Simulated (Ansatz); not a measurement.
`C[SiH2][AlH][F]` + H–F → `[F][AlH][F]` + `C[SiH3]` at 400 K and 1 bar (cleavage of the Al–Si bond).

Calculated with Ansatz (gas phase, PBE0-D4/def2-TZVP geometries, no zero-point term in ΔE). CCSD(T)/CBS adds triple-zeta CCSD(T) − MP2 to the extrapolated MP2 energy (def2 sets, frozen cores). This one scheme is used for every species. Each species was taken in one conformer, which may not be the lowest.

```csv
species,CCSD(T)/CBS energy (Eh),H − E (kJ/mol),S (J/(mol·K))
`C[SiH2][AlH][F]`,-672.62263,199.2,395.9
H–F,-100.39570,36.5,182.2
`[F][AlH][F]`,-442.35155,49.2,281.7
`C[SiH3]`,-330.73916,180.9,277.1
```

H − E and S are ideal-gas, rigid-rotor, harmonic terms from PBE0-D4/def2-TZVP, for one conformer and one mirror image of each species. 1 Eh = 2625.50 kJ/mol, R = 8.31446 J/(mol·K).

By hand: ΔE, ΔH, ΔS and ΔG.

ΔE = (-442.35155) + (-330.73916) − (-672.62263) − (-100.39570) = -0.07238 Eh = -190.0 kJ/mol. Δ(H − E) = 49.2 + 180.9 − 199.2 − 36.5 = -5.6, so ΔH = -195.6 kJ/mol. ΔS = 281.7 + 277.1 − 395.9 − 182.2 = -19.3 J/(mol·K). ΔG = -195.6 − 400 × (-19.3)/1000 = -187.9 kJ/mol.

By hand: the equilibrium constant, and the temperature at which ΔG would vanish if ΔH and ΔS stayed fixed.

log₁₀ K = −ΔG/(RT ln 10) = 24.5. ΔG = 0 at ΔH/ΔS = 10135 K, far beyond where these terms or the molecules hold.

ΔH outweighs TΔS. A doubt of 5 kJ/mol in ΔE shifts log₁₀ K by 0.7 here. Other conformers and mirror images would add mixing entropy, several J/(mol·K) or more a flexible species. Modes under 60 cm⁻¹, often nearly free rotors, make the harmonic entropy too high. These are equilibria of isolated gas molecules and say nothing of rates. Largest T1 diagnostic: 0.013 (customary marks: 0.02 for closed shells, 0.045 for open ones).
